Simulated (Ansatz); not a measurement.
Consider the formal exchange of groups at the Si–S bond: `BS[SiH2][SiH2][SiH3]` + `[GeH3][SiH2][GeH3]` → `[SiH3][SiH2][SiH2][GeH2][SiH2][GeH3]` + `BS`.

Calculated with Ansatz (gas phase, PBE0-D4/def2-TZVP geometries, no zero-point term in ΔE). CBS: MP2 limit from def2 TZ/QZ plus the TZ coupled-cluster correction, frozen cores. This one scheme is used for every species. DFT in def2-TZVPP. HSE06 is defined as in plane-wave codes. For Ge outer-core shells are correlated without core-valence functions, which leaves a few kJ/mol of doubt a bond. Scalar relativity is left out up to krypton. Each species was taken in one conformer, which may not be the lowest.

```tsv
level	ΔE (kcal/mol)
HSE06	4.6
CCSD/def2-TZVPP	4.0
```

What does CCSD(T)/CBS give? (An estimate is asked.)

Ansatz gave: +4.2 kcal/mol. The listed levels differ from it by 0.4, -0.2 kcal/mol.

Largest T1 diagnostic among the species: 0.015.

The D4 term adds −2.2 kcal/mol with B3LYP and −1.5 kcal/mol with PBE0; it sums over pairs of atoms, weighted by their polarisabilities, and B3LYP, whose exchange is more repulsive, gets the larger term. From BLYP to BHLYP (50 % exact exchange), in def2-TZVPP and without D4, ΔE moves by +0.8 kcal/mol. Leaving LDA and LC-ωPBE aside and taking each functional with its dispersion term where it has one, the values, not all of them listed here, spread over 2.8 kcal/mol, from PBE-D4 to B97M-V. LDA lies −0.8 kcal/mol from PBE without D4.

B3LYP here is the variant with VWN-RPA as its local correlation; programs differ in this.
